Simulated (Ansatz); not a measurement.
`CC=C=C=N` + `C[CH2][Mg][CH3]` → `C[CH2][Mg][CH2]C` + `C=C=C=N`  (formal exchange of groups at a C–C bond)

Program: Ansatz. Geometries: PBE0-D4/def2-TZVP. ΔE: electronic, gas phase. CCSD(T)/CBS is the MP2 limit (def2-TZVPP, def2-QZVPP) plus CCSD(T) − MP2 in def2-TZVPP, frozen cores. DFT in def2-TZVPP. B3LYP here is the variant with VWN-RPA as its local correlation; programs differ in this. For Mg outer-core shells are correlated without core-valence functions, which leaves a few kJ/mol of doubt a bond. One conformer a species, not always the lowest.

```csv
level,ΔE (kJ/mol)
r2SCAN-D4,46.8
B97M-V,46.6
r2SCANh-D4,46.5
r2SCAN0-D4,46.1
B2PLYP,43.2
revPBE,42.5
B3LYP,42.9
CCSD(T)/def2-TZVPP,39.7
```

Q: What does CCSD(T)/CBS give? (Estimate.)

A: The calculation gave: +40.8 kJ/mol. The listed levels differ from it by 6.0, 5.8, 5.7, 5.3, 2.4, 1.7, 2.1, -1.1 kJ/mol.

Largest T1 diagnostic among the species: 0.016.

At CCSD(T), def2-SVP lies −4.3 kJ/mol from the extrapolated value and def2-TZVPP −1.1 kJ/mol. Leaving LDA and LC-ωPBE aside and taking each functional with its dispersion term where it has one, the values, not all of them listed here, spread over 4.8 kJ/mol, from ωB97M-V to r2SCAN-D4. LDA lies +4.7 kJ/mol from PBE without D4.
